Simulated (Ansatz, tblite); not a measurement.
Cost and result up the ladder for Nb2O2⁺ (the lowest doublet isomer of a short search) (4 atoms). The state is a doublet with charge 1. Geometry: r2SCAN-D4/def2-TZVP.

```
atom   x (Å)   y (Å)   z (Å)
 Nb1  -0.030   1.187  -0.961
 Nb2  -1.293  -0.810   0.047
  O3  -0.062  -1.332   1.034
  O4   1.385   0.955  -0.120
```

Ansatz on 4 threads of Arm Neoverse V2 on a shared host; xTB runs through tblite on one thread. Times are rough, summed over both states, and most runs start from the orbitals of an earlier one. RPA@PBE/def2-TZVP serves as the yardstick here, not as an exact answer. The other state is a quartet at its own geometry.

In the def2 sets Nb takes a core potential; there is no spin–orbit coupling. The xTB rows come from tblite. Correlated methods freeze 2 core orbitals; core or outer-core shells of Nb are correlated, in sets that lack core-valence functions. The structure comes from a short search, and lower isomers may exist.

Run but left out: HF/def2-TZVP, r2SCAN0-D4/def2-TZVP, LC-ωPBE/def2-TZVP, B2PLYP/def2-TZVP, PBE-QIDH/def2-TZVP (doublet: ⟨S²⟩ 1.17 to 2.46, where a pure state has 0.75); MP2/def2-TZVP, CCSD/def2-TZVP, CCSD(T)/def2-TZVP (flagged by the program: other amplitudes).

Correlated methods converge slowly with the basis.

xTB has no spin-polarisation term.

```
                            level  functions  wall time  quartet − doublet (eV)  difference from RPA@PBE/def2-TZVP (eV)                                  remarks
                         GFN1-xTB         26    0.006 s                    1.08                                    0.64                                        –
                         GFN2-xTB         26    0.008 s                    0.20                                   -0.23                                        –
                 PBE-D4/def2-TZVP        142      5.5 s                    0.55                                    0.12                                        –
                RPA@PBE/def2-TZVP        142      9.2 s                    0.43                                    0.00                                        –
                PBE0-D4/def2-TZVP        142       12 s                    0.14                                   -0.29  spin-contaminated (⟨S²⟩ 0.95) (doublet)
r2SCAN-D4/def2-TZVP (with forces)        142       35 s                    0.27                                   -0.16                                        –
```
